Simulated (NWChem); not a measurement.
System: C2H2O3Si; SMILES O=C1OC(=O)[SiH2]1

Here is an NWChem input.

```
start job
memory heap 200 mb stack 900 mb global 1100 mb
geometry units angstroms noautosym nocenter noautoz
  O     -2.243021     0.000000    -0.658591
  C     -1.115109     0.000000    -0.274595
  O      0.000000     0.000000    -1.156585
  C      1.115109     0.000000    -0.274595
  O      2.243021     0.000000    -0.658591
  Si     0.000000     0.000000     1.306956
  H      0.000000     1.230858     2.129411
  H      0.000000    -1.230858     2.129411
end
basis spherical
  * library 6-31+g*
end
dft
  xc b3lyp
  iterations 150
end
property
  response 1 0.0
end
task dft property
```

Structure relaxed at the B3LYP/6-31G* (spherical d) level. B3LYP is NWChem's, with the RPA form of VWN correlation.

Static field.

### Question
Predict the main results of this run. (B3LYP/6-31+G* (spherical d).) Quantities: isotropic polarisability (bohr³); anisotropy (bohr³).

### Answer
```yaml
isotropic polarisability (bohr³): 55.2
anisotropy (bohr³): 25.3
```
